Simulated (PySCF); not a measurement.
**Working out the ionisation energy of Tc⁺**

Tc⁺ [Kr] 4d5 5s1 (7S) → Tc²⁺ [Kr] 4d5 (6S). All numbers are calculated (PySCF 2.14, scalar relativity by spin-free X2C-1e, in x2c-TZVPPall (8s6p6d2f1g, 79 functions)). Frozen: [Ar] 3d10. Energies in hartree (1 hartree = 27.21139 eV):

| part | Tc⁺ (lower) | Tc²⁺ (upper) |
| --- | --- | --- |
| UHF | -4282.842939 | -4282.319281 |
| CCSD correlation | -0.373803 | -0.344486 |
| (T) | -0.009286 | -0.007346 |

Problem. What does Hartree-Fock give?

Solution. (-4282.319281) − (-4282.842939) = 0.523658 hartree = 14.249 eV.

Problem. What do CCSD and CCSD(T) give?

Solution. The CCSD correlation energies differ by 0.029317 hartree = 0.798 eV and the triples by 0.001940 hartree = 0.053 eV, so CCSD gives 15.047 eV and CCSD(T) 15.100 eV.

Reference: 15.26 eV (semi-empirical (NIST evaluation); NIST Atomic Spectra Database, ionization energies).

What remains against the reference includes basis incompleteness, the frozen core and higher excitations.
